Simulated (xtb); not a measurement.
CeO₂, charge -1, doublet, at a GFN2-xTB geometry (such geometries of metal compounds can be far from the true shape) (GFN-xTB holds the 4f electrons in the core, so unpaired electrons go into valence orbitals and the state isn't the physical one) (the multiplicity is a formal guess), atoms displaced at random by about 0.05 Å a coordinate. Base run: GFN2-xTB in xtb.

Input for xtb:
```
$ xtb mol.xyz --gfn 2 --chrg -1 --uhf 1 --opt --json

# file mol.xyz
3

Ce    -0.15840529     0.07156617    -0.08119088
O      1.82753154    -0.00993412    -0.56971981
O     -0.81516038    -0.48446298     1.62082736
```

Each row names what was changed in the base input (with any setting that the change needs).

```tsv
change	ΔE vs base (mEh)	optimiser steps
base	0.000	5
alpb = acetonitrile	-101.6	5
alpb = ether	-82.742	5
opt level = extreme	0.000	7
engine = inertial	0.003	-
opt level = sloppy	0.000	5
opt level = crude	0.003	4
engine = lbfgs	0.000	-
opt level = lax	0.000	5
opt level = tight	0.000	6
```
